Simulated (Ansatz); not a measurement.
Compare A (`NC(F)[SiH2]O`) with its isomer B (`N[SiH2]C(O)F`).

Program: Ansatz. Geometries: PBE0-D4/def2-TZVP. ΔE: electronic, gas phase. CBS: MP2 limit from def2 TZ/QZ plus the TZ coupled-cluster correction, frozen cores. Functionals use def2-TZVPP. B3LYP here is the variant with VWN-RPA as its local correlation; programs differ in this. One conformer a species, not always the lowest.

(1) Which is lower in electronic energy at CCSD(T)/CBS, and by how much? (Estimate.)

(2) Give E(B) − E(A) in kcal/mol with HF/def2-TZVPP, CCSD/def2-TZVPP, B3LYP-D4, PBE-D4, ωB97M-V, MP2/def2-TZVPP, r2SCAN-D4. (Estimate.)

Largest T1 diagnostic: 0.012.

Results:

(1) The calculation gave: A, by 12.2 kcal/mol.

(2) The calculation gave: HF/def2-TZVPP 14.0, CCSD/def2-TZVPP 12.3, B3LYP-D4 11.9, PBE-D4 10.4, ωB97M-V 11.5, MP2/def2-TZVPP 12.6, r2SCAN-D4 11.5. None reverses the order clearly.

In def2-TZVPP, CCSD(T) changes the Hartree–Fock value by −2.2 kcal/mol (the triples alone add −0.4 kcal/mol) and MP2 by −1.4 kcal/mol.
